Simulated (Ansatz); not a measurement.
Consider the redistribution: `CO[SiH](F)O[SiH3]` + `C[SiH](C)[NH][AlH2]` → `C[SiH]([SiH3])[NH][AlH2]` + `CO[SiH](F)OC`.

Calculated with Ansatz (gas phase, PBE0-D4/def2-TZVP geometries, no zero-point term in ΔE). CCSD(T)/CBS adds triple-zeta CCSD(T) − MP2 to the extrapolated MP2 energy (def2 sets, frozen cores). Functionals use def2-TZVPP. Each species was taken in one conformer, which may not be the lowest.

`CO[SiH](F)O[SiH3]`:

```xyz
13

C    -1.029    2.188   -0.013
O    -0.626    0.836    0.057
Si    0.394    0.101   -0.966
F     1.771    0.898   -0.999
O     0.648   -1.391   -0.425
Si    0.603   -2.363    0.900
H    -1.478    2.422   -0.984
H    -1.774    2.359    0.764
H    -0.182    2.860    0.156
H    -0.110    0.072   -2.349
H     1.322   -3.614    0.561
H    -0.805   -2.672    1.249
H     1.266   -1.697    2.049
```

`C[SiH](C)[NH][AlH2]`:

Cartesian coordinates in Å:
```
C -0.873 -1.796 -0.371
Si 0.185 -0.254 -0.346
C -0.198 0.783 -1.855
N -0.037 0.646 1.120
Al 1.145 1.089 2.372
H -1.937 -1.542 -0.327
H -0.708 -2.371 -1.286
H -0.647 -2.441 0.482
H 1.626 -0.639 -0.361
H -1.243 1.106 -1.853
H -0.028 0.216 -2.774
H 0.430 1.676 -1.886
H -0.986 0.966 1.277
H 0.621 1.932 3.608
H 2.648 0.630 2.199
```

`C[SiH]([SiH3])[NH][AlH2]`:

```xyz
15

C    -0.237   -1.966    0.659
Si    0.349   -0.299    0.039
Si    0.237   -0.244   -2.306
N    -0.555    1.019    0.712
Al    0.003    2.349    1.759
H     0.372   -2.771    0.239
H    -0.168   -2.017    1.749
H    -1.276   -2.150    0.375
H     1.763   -0.085    0.462
H     0.828    1.014   -2.842
H     0.948   -1.396   -2.929
H    -1.188   -0.299   -2.749
H    -1.530    1.044    0.438
H     1.515    2.355    2.217
H    -1.061    3.447    2.176
```

`CO[SiH](F)OC`:

Z-matrix (Å, degrees):
```
C
O 1 1.411
H 1 1.094 2 111.3
H 1 1.091 2 108.1 3 -119.5
H 1 1.095 2 111.2 3 121.6
Si 2 1.623 1 125.9 3 -54.7
O 6 1.612 2 108.9 1 169.0
F 6 1.597 2 107.7 1 48.2
H 6 1.471 2 113.8 1 -70.5
C 7 1.413 6 126.6 2 -48.1
H 10 1.094 7 110.9 6 -71.5
H 10 1.091 7 108.0 6 169.5
H 10 1.093 7 111.2 6 50.0
```

| species | PBE energy (Eh) |
| --- | --- |
| `CO[SiH](F)O[SiH3]` | -871.31300 |
| `C[SiH](C)[NH][AlH2]` | -668.56599 |
| `C[SiH]([SiH3])[NH][AlH2]` | -919.82750 |
| `CO[SiH](F)OC` | -619.98338 |

(1) Work out ΔE.

Largest T1 diagnostic among the species: 0.012.

Answers

(1) ΔE = (-919.82750) + (-619.98338) − (-871.31300) − (-668.56599) = 0.06811 Eh = +178.8 kJ/mol. CCSD(T)/CBS gives +211.0 kJ/mol.

From PBE to PBE0 (25 % exact exchange), in def2-TZVPP and without D4, ΔE moves by +11.2 kJ/mol.
